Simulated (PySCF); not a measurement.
**Exercise with solution: chemical shift, span and skew from a shielding tensor**

C5H7FO, SMILES CO[C@]1(F)C=CC1. Atoms are numbered in the order given.

```xyz
14

C      1.9825    -0.3722    -0.5861
O      1.2320     0.5866     0.1194
C     -0.1174     0.3336     0.2888
F     -0.5339     1.2716     1.1899
C     -0.5940    -1.0815     0.6048
C     -1.3755    -1.1334    -0.4858
C     -1.0388     0.2646    -0.9830
H      3.0110     0.0096    -0.6434
H      1.9940    -1.3519    -0.0755
H      1.6102    -0.5264    -1.6161
H     -0.3858    -1.7660     1.4301
H     -2.0429    -1.9015    -0.8844
H     -1.8605     0.9973    -0.9553
H     -0.5189     0.3353    -1.9524
```

Coordinates come from a B3LYP-D3(BJ)/def2-SVP optimisation. The structure was generated by enumeration; whether it is a known compound was not checked. The values are those of a single conformer.

GIAO shieldings from PBE/pcSseg-1 in PySCF, non-relativistic, no solvent. The symmetric part of the tensor of C6 has the principal values -90.8, 23.9, 158.0 ppm. The same nucleus in TMS has σ = 182.0 ppm at this level (PySCF, at its B3LYP-D3(BJ)/def2-TZVP geometry).

Task: Work out the isotropic shielding, the ¹³C shift against TMS, the span and the skew.

Result: 
σ(iso) = (σ11 + σ22 + σ33)/3 = 30.4 ppm. δ = σ(ref) − σ(iso) = 182.0 − (30.4) = 151.6 ppm.
Span Ω = σ33 − σ11 = 248.8 ppm. Skew κ = 3(σ(iso) − σ22)/Ω = 0.08. Tumbling in solution averages the tensor to δ; in a static solid the shielding alone would spread this spin-1/2 line over Ω.
